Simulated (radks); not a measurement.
Species: Sn II. Configuration: [Kr] 4d10 5s1.5 5p1.5 (fractional occupations, a model configuration). Calculated with a radial shooting solver on a logarithmic mesh with Libxc functionals: scalar-relativistic Kohn-Sham, PBE, spin-polarised, spherical densities, point nucleus; open shells are filled with parallel spins first (spin-orbit coupling, left out, can overturn this in heavy ions).

Radial electron density D(r) = 4 pi r^2 rho(r):

```
   r/bohr * D(r) (the largest magnitude, 82.6, reaches the edge; | marks zero)
 0.003723 |        *
 0.004966 |             *
 0.006623 |                   *
 0.008904 |                           *
  0.01188 |                                  *
  0.01584 |                                        *
   0.0213 |                                          *
   0.0284 |                                       *
  0.03788 |                                    *
  0.05093 |                                       *
  0.06793 |                                                *
  0.09061 |                                                      *
   0.1218 |                                               *
   0.1625 |                                     *
   0.2167 |                                         *
   0.2914 |                                           *
   0.3886 |                           *
   0.5225 |             *
   0.6968 |              *
   0.9294 |             *
     1.25 |      *
    1.667 |  *
    2.223 |*
    2.989 |*
    3.986 *
    5.316 *
    7.148 *
    9.533 *
```

D(r) has 4 maxima, at r = 0.0205, 0.0899, 0.265, 0.779 bohr, and minima at 0.0401, 0.173, 0.571 bohr, inside which lie 2.00, 11.19, 28.99 electrons.
